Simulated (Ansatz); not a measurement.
Relaxation of As₂Se₃⁻ with UKS PBE-D4/def2-SVPD.

```sh
$ ansatz run in.yaml --threads 4 --pin off --events-out ev --progress --plain --max-ram 4787MiB
```

```yaml
crystal:
  periodic: [false, false, false]
  atoms:
    - {symbol: As, position_ang: [-0.173290, 1.704950, -0.296630]}
    - {symbol: As, position_ang: [0.587480, -0.525810, 0.150460]}
    - {symbol: Se, position_ang: [-2.073880, 1.994660, 0.787290]}
    - {symbol: Se, position_ang: [2.455440, -0.905930, -1.028300]}
    - {symbol: Se, position_ang: [-0.795760, -2.267870, 0.387180]}
basis:
  gaussian: {orbitals: def2-SVPD}
total_charge: -1
magnetization: {spin_polarized: true, initial_magnetization: 1}
hamiltonian: {xc: pbe, dispersion: d4}
scf: {lower_state_search: "off"}
output: {orbitals: {seedname: orbitals}}
relax: {f_tol: 0.02, max_steps: 100}
```

It took 36 s on 4 threads of Arm Neoverse V2 on a shared host.

Positions (Å) and forces (eV/Å) at steps 1, 2, 3, 4, 5, 6, 7, 8 of 8:

```xyz
5
step=1 energy=-317650.8058 eV
As   -0.173    1.705   -0.297    0.501    0.495   -0.295
As    0.587   -0.526    0.150   -0.008   -0.528   -0.187
Se   -2.074    1.995    0.787   -0.695    0.109    0.331
Se    2.455   -0.906   -1.028    0.536    0.094   -0.158
Se   -0.796   -2.268    0.387   -0.334   -0.170    0.309
5
step=2 energy=-317650.9137 eV
As   -0.166    1.725   -0.262    0.012    0.094    0.115
As    0.597   -0.606    0.046   -0.191   -0.157   -0.222
Se   -2.130    2.028    0.797    0.100   -0.094   -0.074
Se    2.578   -0.870   -1.050   -0.203   -0.023    0.164
Se   -0.880   -2.278    0.469    0.282    0.180    0.017
5
step=3 energy=-317650.9394 eV
As   -0.132    1.763   -0.249   -0.037   -0.069    0.154
As    0.554   -0.602    0.007   -0.070   -0.040   -0.223
Se   -2.119    2.004    0.784    0.054   -0.018   -0.066
Se    2.558   -0.866   -1.033   -0.124   -0.039    0.113
Se   -0.861   -2.299    0.490    0.177    0.165    0.022
5
step=4 energy=-317650.9669 eV
As   -0.105    1.814   -0.181   -0.065   -0.143    0.090
As    0.505   -0.589   -0.105    0.036    0.014   -0.096
Se   -2.143    1.987    0.764    0.066   -0.003   -0.047
Se    2.553   -0.915   -1.009   -0.029    0.033    0.025
Se   -0.809   -2.298    0.532   -0.007    0.098    0.027
5
step=5 energy=-317650.9505 eV rejected
As   -0.127    1.787   -0.094    0.206    0.227   -0.120
As    0.547   -0.585   -0.214   -0.274    0.050    0.141
Se   -2.199    1.941    0.754    0.017   -0.142    0.006
Se    2.609   -0.982   -1.022    0.074    0.034   -0.040
Se   -0.831   -2.161    0.577   -0.023   -0.169    0.012
5
step=6 energy=-317650.9751 eV
As   -0.088    1.809   -0.140    0.001   -0.075    0.008
As    0.500   -0.589   -0.166   -0.033    0.089    0.010
Se   -2.150    1.938    0.748    0.007   -0.002   -0.005
Se    2.567   -0.918   -1.010    0.032   -0.014   -0.015
Se   -0.829   -2.240    0.568   -0.006    0.003    0.001
5
step=7 energy=-317650.9757 eV
As   -0.089    1.806   -0.137    0.022   -0.016   -0.008
As    0.505   -0.583   -0.168   -0.027    0.028    0.013
Se   -2.152    1.928    0.748   -0.009   -0.008    0.003
Se    2.570   -0.924   -1.012    0.014   -0.003   -0.008
Se   -0.833   -2.226    0.569    0.000   -0.001   -0.001
5
step=8 energy=-317650.9758 eV
As   -0.081    1.807   -0.128   -0.003   -0.004   -0.001
As    0.506   -0.579   -0.160    0.006    0.005   -0.004
Se   -2.154    1.917    0.738   -0.001    0.003    0.003
Se    2.565   -0.924   -1.021    0.002   -0.001    0.001
Se   -0.836   -2.221    0.571   -0.004   -0.003    0.001
```

Another isomer (doublet) lies 0.46 eV lower at PBE0-D4/def2-TZVPD; other spin states weren't run for this one.
